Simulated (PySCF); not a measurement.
Mayer bond orders and bond lengths

C₂H₃F₃Se.
Atom-mapped SMILES: `[CH3:1][Se:2][C:3]([F:4])([F:5])[F:6]` (hydrogens: H7, H8, H9 on C1)

Structure used (PBE0-D3(BJ)/def2-SVP), in Å, numbered top down from 1:
```
atom  x, y, z in Å
C1    -1.4402    0.1085   -0.1661
Se2   -0.0743   -1.1671   -0.6905
C3     1.3879   -0.1631    0.1198
F4     2.5248   -0.8106   -0.1042
F5     1.4951    1.0648   -0.3867
F6     1.2372   -0.0245    1.4360
H7    -1.4747    0.1941    0.9272
H8    -1.2407    1.0833   -0.6285
H9    -2.3960   -0.2858   -0.5351
```

Bond orders from the PBE0/pcSseg-1 density (PySCF). Isolated species at its PBE0-D3(BJ)/def2-SVP geometry, gas phase. The calculation is non-relativistic, for selenium too.

Question: How far do the computed orders between heavy atoms stray from the drawn ones?

Answer: The largest departure is 0.017, at C1–Se2 (drawn single, 1.017) and C3–F4 (drawn single, 1.015).

Question: Set the Mayer orders of the bonds between heavy atoms beside their lengths.

Answer: 
```tsv
bond	drawn as	length (Å)	Mayer order
C1–Se2	single	1.941	1.017
Se2–C3	single	1.950	0.992
C3–F4	single	1.327	1.015
C3–F5	single	1.333	0.998
C3–F6	single	1.332	0.999
```

Bonds between the same two heavy elements. C–Se: lowest Se2–C3 (0.992, 1.950 Å), highest C1–Se2 (1.017, 1.941 Å). C–F: all 3 within 0.02 of one another (0.998 to 1.015).

Question: And the bonds to hydrogen?

Answer: C–H: 0.94 to 0.95 (3 bonds).

Question: Sum the orders of all bonds at each heavy atom with more than one neighbour and set the sums beside the valence in the SMILES.

Answer: C1 3.850 (drawn 4), Se2 2.009 (drawn 2), C3 4.004 (drawn 4). Orders between atoms that aren't bonded are not in these sums.

The Mayer order sums products of elements of PS (density times overlap matrix) between the two atoms' basis functions, so it depends on the basis set.
